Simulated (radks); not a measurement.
Q: All-electron atom: Pt I in [Xe] 4f13.5 5d9.5 6s1 (fractional occupations, a model configuration). Calculated with a radial shooting solver on a logarithmic mesh with Libxc functionals: scalar-relativistic Kohn-Sham, PBE, spin-polarised, spherical densities, finite nucleus; open shells are filled with parallel spins first (spin-orbit coupling, left out, can overturn this in heavy ions); Fermi nuclear charge, rms radius 5.427 fm. Some entries of the table are withheld. Estimate them.

| orbital | occ. | eigenvalue (eV) | <r> (bohr) |
|---|---|---|---|
| 1s up | 1 | -78402.27 | 0.01715 |
| 1s down | 1 | -78402.25 | 0.01715 |
| 2s up | 1 | -13779.39 | 0.07237 |
| 2s down | 1 | -13779.34 | 0.07237 |
| 2p up | 3 | -11946.40 | 0.06523 |
| 2p down | 3 | -11946.36 | 0.06523 |
| 3s up | 1 | -3242.569 | 0.1871 |
| 3s down | 1 | -3242.186 | 0.1871 |
| 3p up | 3 | -2708.486 | 0.1882 |
| 3p down | 3 | -2708.095 | 0.1882 |
| 3d up | 5 | -2128.182 | 0.1705 |
| 3d down | 5 | -2127.872 | 0.1704 |
| 4s up | 1 | -701.5991 | 0.4147 |
| 4s down | 1 | -700.9318 | 0.4147 |
| 4p up | 3 | -526.1106 | 0.4412 |
| 4p down | 3 | -525.4672 | 0.4412 |
| 4d up | 5 | -312.7398 | 0.4669 |
| 4d down | 5 | -312.1053 | 0.4669 |
| 5s up | 1 | -103.8164 | 0.9468 |
| 5s down | 1 | -103.3779 | 0.9468 |
| 4f up | 7 | -75.6866 | 0.5107 |
| 4f down | 6.5 | -75.0370 | 0.5110 |
| 5p up | 3 | (1) | (2) |
| 5p down | 3 | (3) | (4) |
| 5d up | 5 | -6.8228 | 1.668 |
| 5d down | 4.5 | -6.1888 | 1.655 |
| 6s up | 1 | (5) | 2.899 |
| 6s down | 0 | (6) | 2.941 |

A: 
(1) 5p up eigenvalue (eV): -57.5187
(2) 5p up <r> (bohr): 1.096
(3) 5p down eigenvalue (eV): -57.0745
(4) 5p down <r> (bohr): 1.095
(5) 6s up eigenvalue (eV): -6.0041
(6) 6s down eigenvalue (eV): -5.1423
